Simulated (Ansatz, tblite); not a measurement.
Removing and adding an electron: Ag₂H (the lowest doublet isomer of a short search). Charge 0, multiplicity 2. Geometry: r2SCAN-D4/def2-TZVP. Ansatz, gas phase; energy differences of separate SCF runs; the oxidised species is a singlet (the triplet lies 3.58 eV higher at PBE0-D4/def2-TZVP); the reduced species is a singlet (the triplet lies 0.06 eV higher at PBE0-D4/def2-TZVPD).

```tsv
atom	x (Å)	y (Å)	z (Å)
Ag1	0.233	0.224	-1.476
Ag2	-0.754	-0.160	1.300
H3	0.521	-0.063	0.176
```

In the def2 sets Ag takes a core potential; there is no spin–orbit coupling. The xTB rows come from tblite. Correlated methods freeze no core orbitals; core or outer-core shells of Ag are correlated, in sets that lack core-valence functions. In CCSD on the charge 0 doublet the largest single amplitude is 0.36, so its Hartree–Fock determinant may place the open shell otherwise than the density functionals do. The structure comes from a short search, and lower isomers may exist.

```csv
level,−HOMO (eV),vertical IE (eV),−LUMO (eV),vertical EA (eV),HOMO–LUMO gap (eV),IE − EA (eV),remarks
HF/def2-TZVPP,–,4.35,–,–,–,–,–
PBE-D4/def2-TZVPD,3.99,–,3.42,1.25,0.57,–,"HOMO above zero (-1 singlet), restricted SCF unstable in HF (-1 singlet)"
r2SCAN-D4/def2-TZVPD,4.11,–,3.03,1.10,1.08,–,"HOMO above zero (-1 singlet), restricted SCF unstable in HF (-1 singlet)"
PBE0-D4/def2-TZVPD,4.28,–,2.37,0.92,1.91,–,"HOMO above zero (-1 singlet), restricted SCF unstable in HF (-1 singlet)"
CCSD/def2-TZVPP,–,5.45,–,–,–,–,–
CCSD(T)/def2-TZVPP,–,5.61,–,–,–,–,–
```

Question: Estimate the rows for GFN1-xTB, GFN2-xTB, PBE-D4/def2-TZVP, r2SCAN-D4/def2-TZVP, PBE0-D4/def2-TZVP, MP2/def2-TZVPP.

Answer: 
```tsv
level	−HOMO (eV)	vertical IE (eV)	−LUMO (eV)	vertical EA (eV)	HOMO–LUMO gap (eV)	IE − EA (eV)
GFN1-xTB	–	11.24	–	3.06	–	8.18
GFN2-xTB	–	10.31	–	5.20	–	5.11
PBE-D4/def2-TZVP	3.98	6.41	3.42	–	0.57	–
r2SCAN-D4/def2-TZVP	4.10	6.27	3.02	–	1.08	–
PBE0-D4/def2-TZVP	4.27	5.99	2.37	–	1.91	–
MP2/def2-TZVPP	–	5.53	–	–	–	–
```

Relaxing the oxidised species (r2SCAN-D4/def2-TZVP) changes its energy by -0.03 eV at PBE-D4/def2-TZVP, so the adiabatic ionisation energy to this nearest minimum is 6.38 eV. At PBE0-D4/def2-TZVP it is 5.99 eV.  Run but left out: HF/def2-TZVPD, MP2/def2-TZVPD, CCSD/def2-TZVPD, CCSD(T)/def2-TZVPD (flagged by the program: other roots).   A HOMO above zero means that the electron is unbound at that level or that self-interaction error raises the level; the energy of removing that electron tells which. HOMO and LUMO are the levels of the spin that leaves or enters (xTB has no such levels and no spin-polarisation term). Other spin states of the ions may lie lower, which would lower the ionisation energy or raise the affinity. Raw xTB energy differences between charge states are shifted by several eV; the methods need an empirical correction for them.
